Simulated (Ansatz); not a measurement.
Cu₂Te⁻. Charge -1, multiplicity 2. Geometry B3LYP-D4/def2-TZVP, that of the neutral singlet; atoms count from 1.

```
atom   x (Å)   y (Å)   z (Å)
 Cu1   0.285  -1.019  -1.041
 Cu2  -1.057  -0.093   1.038
 Te3   0.773   1.112   0.004
```

In the def2 sets Te takes a core potential; there is no spin–orbit coupling. The highest occupied level of the charge -1 doublet lies above zero (up to 0.16 eV). By energy differences its removal costs 1.24 eV (vertical, to the charge 0 singlet, at PBE0-D4/def2-TZVPD); a positive level beside a positive removal energy at the same level points to self-interaction error. The structure comes from a short search, and lower isomers may exist.

(1) Estimate the Mulliken populations from the PBE0/def2-TZVPD orbitals of Ansatz.

(2) Where does the spin sit?

(3) And the Mayer bond orders between bonded heavy atoms (over 0.3)?

Results:

(1) 
```tsv
atom	charge (e)	spin (α − β)	d electrons
Cu1	-0.21	0.37	9.90
Cu2	-0.21	0.37	9.90
Te3	-0.57	0.26	–
```
Mulliken values and Mayer orders depend strongly on the basis. With diffuse functions, as here, like atoms can get unlike values, and bond orders can come out too low or too high.

(2) Summed by element: Cu 0.74, Te 0.26, of 1 unpaired in all. Largest on single atoms: Cu1 0.37, Cu2 0.37, Te3 0.26.

(3) Cu1–Cu2 0.61 (2.64 Å); Cu1–Te3 1.16 (2.42 Å); Cu2–Te3 1.16 (2.42 Å).
